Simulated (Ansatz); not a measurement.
Stepwise reaction of `[NH2][Al]([SH])[SH]` with water, as a gas-phase model of exchange steps in deposition or etching. ΔE in kJ/mol; ΔG adds harmonic PBE0-D4 terms to CCSD(T)/CBS, at 1 bar.

Isolated molecules relaxed with PBE0-D4/def2-TZVP in Ansatz; ΔE leaves out vibrations. CCSD(T)/CBS adds triple-zeta CCSD(T) − MP2 to the extrapolated MP2 energy (def2 sets, frozen cores). This one scheme is used for every species. Functionals use def2-TZVPP. B3LYP here is the variant with VWN-RPA as its local correlation; programs differ in this. Each species was taken in one conformer, which may not be the lowest.

| step | reaction | PBE-D4 | B3LYP-D4 | ωB97M-V | CCSD(T)/CBS | ΔG(400 K) |
| --- | --- | --- | --- | --- | --- | --- |
| 2 | `[NH2][Al]([OH])[SH]` + H₂O → `[NH2][Al]([OH])[OH]` + H₂S | -15.1 | -25.9 | -23.6 | -20.5 | -26.4 |

Question: Give the row of step 1, `[NH2][Al]([SH])[SH]` + H₂O → `[NH2][Al]([OH])[SH]` + H₂S. (An estimate is asked.)

Answer: Computed: 
```tsv
step	reaction	PBE-D4	B3LYP-D4	ωB97M-V	CCSD(T)/CBS	ΔG(400 K)
1	`[NH2][Al]([SH])[SH]` + H₂O → `[NH2][Al]([OH])[SH]` + H₂S	-13.2	-24.3	-22.7	-18.8	-22.9
```

Question: By hand: ΔE of the 2 steps together at CCSD(T)/CBS.

Answer: (-18.8) + (-20.5) = -39.3 kJ/mol, or -19.6 kJ/mol a step.

In ΔE the steps differ by no more than 1.7 kJ/mol. All are downhill at CCSD(T)/CBS. ΔG lies between -26.4 and -22.9 kJ/mol a step. PBE-D4 differs from CCSD(T)/CBS by 5.4 to 5.6 kJ/mol a step. Isolated molecules leave out the surface, adducts and barriers. Largest T1 diagnostic: 0.011.
